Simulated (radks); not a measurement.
The numbers below are computed, except where a source is named.
All-electron atom: Xe V in [Kr] 4d9 5s2 5p3 (not the ground configuration). Code: a radial shooting solver on a logarithmic mesh with Libxc functionals. Model: scalar-relativistic Kohn-Sham, PBE, spin-polarised, spherical densities, finite nucleus; open shells are filled with parallel spins first (spin-orbit coupling, left out, can overturn this in heavy ions); Fermi nuclear charge, rms radius 4.7859 fm.

Unscreened Slater integrals over Kohn-Sham orbitals (eV). They are taken over the spin-up orbitals.

\begin{tabular}{lr}
integral & value \\ \hline
F0(5p,5p) & 13.024 \\
F2(5p,5p) & 7.1294 \\
F0(5p,5s) & 13.740 \\
G1(5p,5s) & 9.3222 \\
F0(5p,4d) & 16.050 \\
F2(5p,4d) & 4.8694 \\
G1(5p,4d) & 1.4938 \\
G3(5p,4d) & 1.4367 \\
F0(5p,4p) & 16.301 \\
F2(5p,4p) & 4.3512 \\
G0(5p,4p) & 0.87882 \\
G2(5p,4p) & 1.1422 \\
F0(5s,5s) & 14.641 \\
F0(5s,4d) & 17.716 \\
G2(5s,4d) & 2.1779 \\
F0(5s,4p) & 18.037 \\
G1(5s,4p) & 1.3950 \\
F0(4d,4d) & 28.639 \\
F2(4d,4d) & 14.579 \\
F4(4d,4d) & 9.7220 \\
F0(4d,4p) & 30.276 \\
F2(4d,4p) & 15.496 \\
G1(4d,4p) & 19.721 \\
G3(4d,4p) & 12.281 \\
F0(4p,4p) & 32.249 \\
F2(4p,4p) & 16.957 \\
\end{tabular}

Derived for the open shells (J is the average intra-shell exchange parameter used in DFT+U). 4d: Racah B = F2/49 - 5 F4/441 = 0.1873 eV, C = 35 F4/441 = 0.7716 eV, C/B = 4.12, F4/F2 = 0.667, J = (F2 + F4)/14 = 1.736 eV. 5p: J = F2/5 = 1.426 eV.
